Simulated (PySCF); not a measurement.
**How methods differ on the ionisation energy of Tc⁺**

Tc⁺ [Kr] 4d5 5s1 [4d3/2^4 4d5/2^1 5s1/2^1, M_J = 3] → Tc²⁺ [Kr] 4d5 [4d3/2^4 4d5/2^1, M_J = 5/2], as a difference of total energies. Calculation: PySCF 2.14, in x2c-TZVPall-2c (8s9p7d1f, 77 functions); the two-component X2C-1e Hamiltonian. Correlated levels: [Ar] 3d10 frozen; the 6 highest virtual spinors dropped. "Screened" scales the spin-orbit matrix elements by Boettger's factors to mimic the two-electron term; Breit and QED terms are absent.

| method | ionisation energy (eV) | difference from reference (eV) |
| --- | --- | --- |
| GMP2 (spin-free) | 15.066 | -0.194 |
| GHF (screened spin-orbit) | 14.245 | -1.015 |
| GMP2 (screened spin-orbit) | 15.064 | -0.196 |

Reference: 15.26 eV (semi-empirical (NIST evaluation); NIST Atomic Spectra Database, ionization energies).

Errors of the correlated levels include the incompleteness of this basis and the frozen core.

The labels give the starting determinants; with spin-orbit coupling the two ends relaxed to ⟨J²⟩ = 12.00, ⟨L²⟩ = 0.02, ⟨S²⟩ = 11.99 and ⟨J²⟩ = 8.75, ⟨L²⟩ = 0.02, ⟨S²⟩ = 8.74.
